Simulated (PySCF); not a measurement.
**Highest orbital energy against ionisation energy along group 14**

Calculated with PySCF 2.14, no spin-orbit coupling. Each cell gives −ε(HOMO) / ΔSCF in eV; NIST values include spin-orbit coupling, (s) semi-empirical, (t) theoretical.

| species | UHF | LDA | PBE | PBE0 | r2SCAN | NIST (lowest levels) |
| --- | --- | --- | --- | --- | --- | --- |
| C(2+) (aug-cc-pVQZ-DK, spin-free X2C) | 46.117 / 45.798 | 40.170 / 46.963 | 40.371 / 47.119 | 42.052 / 47.057 | 40.680 / 46.633 | 47.888 |
| Si(2+) (aug-cc-pVQZ-DK, spin-free X2C) | 32.229 / 32.021 | 28.668 / 33.601 | 28.538 / 33.459 | 29.694 / 33.317 | 28.721 / 32.935 | 33.493 |
| Ge(2+) (aug-cc-pVQZ-DK, spin-free X2C) | 32.450 / 32.195 | 29.601 / 34.790 | 29.216 / 34.383 | 30.254 / 34.020 | 29.515 / 34.023 | 34.058 |
| Sn(2+) (aug-cc-pVQZ-DK3, spin-free X2C) | 28.780 / 28.522 | 26.503 / 31.142 | 26.061 / 30.666 | 26.974 / 30.325 | 26.233 / 30.288 | 30.506 |

**Question.** How far is −ε(HOMO) from ΔSCF on average for each method, and why?

**Answer.** UHF 0.26 eV; LDA -5.39 eV; PBE -5.36 eV; PBE0 -3.94 eV; r2SCAN -4.68 eV. Hartree-Fock orbital energies lack relaxation and so exceed the ΔSCF value; semilocal functionals have convex E(N) from self-interaction, so their HOMO lies far too high; exact exchange moves hybrids part of the way back.
